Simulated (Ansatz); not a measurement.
`[AsH2][SiH]1CO1` → `O=C([SiH3])[AsH2]`  (isomerisation)

Program: Ansatz. Geometries: PBE0-D4/def2-TZVP. ΔE: electronic, gas phase. CCSD(T)/CBS is the MP2 limit (def2-TZVPP, def2-QZVPP) plus CCSD(T) − MP2 in def2-TZVPP, frozen cores. DFT in def2-TZVPP. B3LYP here is the variant with VWN-RPA as its local correlation; programs differ in this. For As outer-core shells are correlated without core-valence functions, which leaves a few kJ/mol of doubt a bond. Scalar relativity is left out up to krypton.

CCSD(T)/CBS gives +75.9 kJ/mol.

Q: Another level gave +75.5 kJ/mol. Which?
A. B3LYP/def2-TZVPP
B. SCS-MP2/def2-TZVPP
C. MP2/def2-TZVPP
D. r2SCAN/def2-TZVPP

A: D. r2SCAN 75.5, MP2/def2-TZVPP 79.9, SCS-MP2/def2-TZVPP 68.6, B3LYP 59.7 kJ/mol.

Largest T1 diagnostic among the species: 0.015.

From PBE to PBE0 (25 % exact exchange), in def2-TZVPP and without D4, ΔE moves by +10.9 kJ/mol. In def2-TZVPP, CCSD(T) changes the Hartree–Fock value by +18.4 kJ/mol (the triples alone add −1.6 kJ/mol) and MP2 by +30.2 kJ/mol.
